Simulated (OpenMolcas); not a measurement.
## Ca I: effect of the basis set

```
Program             : OpenMolcas
Method              : CASSCF
Active space        : 2 electrons in 4 orbitals (4s 4p)
State averaging     : 2S+1 = 3 even, 3 roots; 2S+1 = 1 even, 6 roots; 2S+1 = 3 odd, 3 roots; 2S+1 = 1 odd, 3 roots
Spin-orbit coupling : RASSI with atomic mean-field integrals over the reference wave functions, term energies averaged over their components
```

A. ANO-R1 [4s3p1d], X2C, finite nucleus; cost about 12 core-seconds
B. ANO-RCC-VDZP [5s4p1d], DKH2, point nucleus; cost roughly 10 core-seconds
C. ANO-RCC-VTZP [6s5p2d1f], DKH2, point nucleus; cost roughly 12 core-seconds
D. ANO-R2 [6s5p3d1f], X2C, finite nucleus; cost roughly 10 core-seconds
E. ANO-RCC-VQZP [7s6p3d2f1g], DKH2, point nucleus; cost about 19 core-seconds
F. ANO-R3 [7s6p4d3f1g], X2C, finite nucleus; cost roughly 17 core-seconds

Energies in cm⁻¹ above 4s² ¹S₀, the measured ground level; measured values from NIST Handbook of Basic Atomic Spectroscopic Data.

```tsv
Level	A	B	C	D	E	F	Measured
4s² ¹S₀	0.0	0.0	0.0	0.0	0.0	0.0	0.0
4s 4p ³P°₀	13659	14232	13637	13691	13526	13594	15158
4s 4p ³P°₁	13705	14272	13676	13730	13563	13632	15210
4s 4p ³P°₂	13796	14351	13754	13806	13639	13707	15316
4s 4p ¹P°₁	32508	33422	29508	30433	28365	29190	23652
4p² ³P₀	38665	39419	38522	38551	38378	38442	38418
4p² ³P₁	38709	39456	38559	38588	38413	38477	38465
4p² ³P₂	38797	39529	38632	38660	38482	38547	38552
4p² ¹D₂	43795	44765	43597	43594	43354	43419
```

Deviations, from unrounded energies. A percentage is the sum of absolute deviations over the sum of measured energies, with the sign that they share, or ± where signs differ.

```tsv
Against measurement	Levels	A	B	C	D	E	F
mean absolute deviation (cm-1)	7	2000	2200	1500	1700	1400	1500
other configurations (%)	7	±7.6	±8.4	±5.8	±6.3	±5.3	±5.6
```

E, F lie about equally close to measurement and B furthest from it. The largest miss of E in the table is 4s 4p ¹P°₁, by +4700 cm-1. The ranking rests on the paired levels alone, and a cruder setting can come out closer through cancelling errors.

Among A to F the level of the table that moves most is 4s 4p ¹P°₁, by 5100 cm-1 (lowest in E, highest in B).

Without dynamic correlation excited terms often stand tens of per cent too high (terms of higher spin than the ground term too low), and those without a measured partner can miss by more than the paired ones. The ¹D term of p² mixes with s d, which this space lacks. The ANO-R sets hold no well-fitted valence p shell for this element, so s → p excitations can come out far too high (holds for A; D; F). Measured partners are found by configuration, term and J. A level has none where our copy of the source lacks it or the pairing is in doubt (some pairs that miss far off the trend of their configuration count as doubtful), and it then counts in no deviation. Levels of configurations outside the active space are missing.

° marks odd parity.
